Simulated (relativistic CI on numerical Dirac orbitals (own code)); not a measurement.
Tc¹¹⁺: what numerical and physical settings do to a radial Dirac CI calculation

Reference input:

```
atom Tc  Z=43  charge=11  electrons=32
nucleus A=97  rms_radius_fm=4.4112
hamiltonian dirac-coulomb  breit=on  qed=on  c_scale=1
orbitals kli  potential=per-configuration
slater_scale 1
correlation none
mixing on
grid step=0.0125 r_max=12.4
scf mixing=0.4 start=green max_iterations=150 tolerance=2e-08 node_fill=0.05
configurations
  [Ar] 3d10 4s2 4p2
  [Ar] 3d10 4s 4p3
end
```

Computed lowest total energy -4242.03624 Ha, first excitation 20618.8 cm⁻¹, 20 SCF steps. Runs with settings changed; * marks those that are bad on purpose (the QED terms keep the true α when c is scaled):

```csv
Changed,Outcome,Lowest level,ΔE (Ha),First excitation (cm⁻¹),SCF steps,Message
"grid step 0.006, iteration limit 30",converged,4s²4p² ³P0,-9.74e-05,20618.8,20,
node fill of the KLI weights 0.01,converged,4s²4p² ³P0,0.00215,20586.8,20,
SCF mixing 0.9,converged,4s²4p² ³P0,-3.42e-10,20618.8,18,
"iteration limit 20, speed of light × 10, Slater scale 0.6",converged,4s²4p² ³P0,75.7,106.4,21,
configuration list: overfill *,refused,,,,0,configuration [Ar] 3d10 4p7: a shell holds more than 4l+2 electrons
node fill of the KLI weights 5 *,converged,4s²4p² ³P0,0.326,21450.9,24,
```
